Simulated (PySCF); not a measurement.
The group X on allenyl-X is varied. All species are isolated molecules in the gas phase. One relaxed conformer stands for each flexible species; it need not be the lowest. Strings in code marks are SMILES. In the def2 sets, heavy atoms carry core potentials. All members: neutral, multiplicity 1. Level: PBE-D3(BJ)/def2-TZVP // PBE0-D3(BJ)/def2-TZVP (PySCF). Delta-SCF ions had no search for a lower state.  The removal energy is E(N − 1 electrons) − E(N electrons) at the parent's geometry; ε(HOMO) is measured against the vacuum level.

```tsv
species	−ε(HOMO) (eV)	vertical ionisation energy (Delta-SCF) (eV)
`C=C=CN` (C–C–N–H torsion 16°)	4.83	8.09
`C=C=CC=S` (C–C–C–S torsion 180°)	5.20	8.37
`C=C=COC` (C–C–O–C torsion 0°)	5.29	withheld
`C=C=CO[SiH3]` (C–C–O–Si torsion 150°)	5.66	8.71
`C=C=CC=C` (C–C–C–C torsion 180°)	5.69	8.58
`C=C=[CH][GeH3]`	6.31	9.35
```

Fit vertical ionisation energy (Delta-SCF) = a + b·x to the 5 complete rows by least squares, with x = −ε(HOMO) in eV. Give a, b and the rms residual, and predict the withheld value.

Means of the 5 rows: x̄ = 5.538, ȳ = 8.62 eV. Σ(x − x̄)² = 1.2495 and Σ(x − x̄)(y − ȳ) = 1.0282, so b = 0.823 and a = ȳ − b·x̄ = 4.062 eV. The rms residual is 0.089 eV. At x = 5.29 the line gives 8.42 eV. The run for `C=C=COC` (C–C–O–C torsion 0°) gave 8.49 eV, so the line is off by 0.07 eV, within twice the rms residual.

Codes: PySCF.
